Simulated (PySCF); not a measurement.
methanol (CH4O), singlet, at a GFN2-xTB geometry; MP2/STO-3G in PySCF.

The PySCF input:
```python
from pyscf import gto, scf, mp

mol = gto.M(
    atom='''
C    -0.057749    0.657503    0.006238
O    -0.034981   -0.748578   -0.007589
H    -1.106104    0.950101    0.004072
H     0.880174   -1.047950   -0.006134
H     0.421826    1.061888    0.904334
H     0.430444    1.079565   -0.878988
''',
    basis='sto-3g',
    charge=0,
    spin=0,
    verbose=4,
)

mf = scf.RHF(mol)
mf.kernel()

pt = mp.MP2(mf, frozen=2)
pt.kernel()
print('E(MP2) = %.10f' % pt.e_tot)
mf.analyze()
```

What the program printed (banner, timings and long lists left out):

```
PySCF version 2.14.0

[INPUT] verbose = 4
[INPUT] num. atoms = 6
[INPUT] num. electrons = 18
[INPUT] charge = 0
[INPUT] spin (= nelec alpha-beta = 2S) = 0
[INPUT] symmetry False subgroup None
[INPUT] Mole.unit = angstrom
[INPUT] Symbol           X                Y                Z      unit          X                Y                Z       unit  Magmom
[...]
nuclear repulsion = 40.5175273903249
number of shells = 10
number of NR pGTOs = 42
number of NR cGTOs = 14
basis = sto-3g
ecp = {}

******** <class 'pyscf.scf.hf.RHF'> ********
method = RHF
initial guess = minao
damping factor = 0
level_shift factor = 0
DIIS = <class 'pyscf.scf.diis.CDIIS'>
diis_start_cycle = 1
diis_space = 8
diis_damp = 0
SCF conv_tol = 1e-09
SCF conv_tol_grad = None
SCF max_cycles = 50
direct_scf = True
direct_scf_tol = 1e-13
Set gradient conv threshold to 3.16228e-05
Initial guess from minao.
init E= -113.61007494556
[...]
cycle= 1 E= -113.49040262251  delta_E= 0.12  |g|= 0.392  |ddm|= 2.66
[...]
cycle= 2 E= -113.544117787688  delta_E= -0.0537  |g|= 0.0875  |ddm|= 0.607
[...]
cycle= 3 E= -113.546430919858  delta_E= -0.00231  |g|= 0.016  |ddm|= 0.115
[...]
cycle= 4 E= -113.546566734177  delta_E= -0.000136  |g|= 0.00235  |ddm|= 0.035
[...]
cycle= 5 E= -113.546569466631  delta_E= -2.73e-06  |g|= 0.000471  |ddm|= 0.00483
[...]
cycle= 6 E= -113.546569607555  delta_E= -1.41e-07  |g|= 4.49e-05  |ddm|= 0.00126
[...]
cycle= 7 E= -113.546569608813  delta_E= -1.26e-09  |g|= 8.2e-06  |ddm|= 0.000111
[...]
cycle= 8 E= -113.546569608854  delta_E= -4.1e-11  |g|= 1.6e-06  |ddm|= 2.01e-05
[...]
Extra cycle  E= -113.546569608855  delta_E= -1.59e-12  |g|= 6.66e-07  |ddm|= 3.22e-06
converged SCF energy = -113.546569608855

******** <class 'pyscf.mp.mp2.RMP2'> ********
nocc = 7, nmo = 12
frozen orbitals 2
E(RMP2) = -113.632932128634  E_corr = -0.0863625197784383
E(SCS-RMP2) = -113.643567001785  E_corr = -0.0969973929301099
E_corr(same-spin) = -0.00765880477386472
E_corr(oppo-spin) = -0.0787037150045736
E(MP2) = -113.6329321286
**** SCF Summaries ****
Total Energy =                        -113.546569608855378
Nuclear Repulsion Energy =              40.517527390324879
One-electron Energy =                 -236.132890652326523
Two-electron Energy =                   82.068793653146258
Two-electron Coulomb Energy =           97.049084197123321
DFT Exchange-Correlation Energy =      -14.980290543977063
HOMO-LUMO gap [eV] =                    25.600231288430500
**** MO energy ****
[...]
 ** Mulliken pop on meta-lowdin orthogonal AOs  **
 ** Mulliken pop  **
[...]
 ** Mulliken atomic charges  **
charge of    0C =     -0.00545
charge of    1O =     -0.21729
charge of    2H =      0.04158
charge of    3H =      0.13306
charge of    4H =      0.02405
charge of    5H =      0.02405
Dipole moment(X, Y, Z, Debye):  1.24637,  0.78847,  0.01384
```
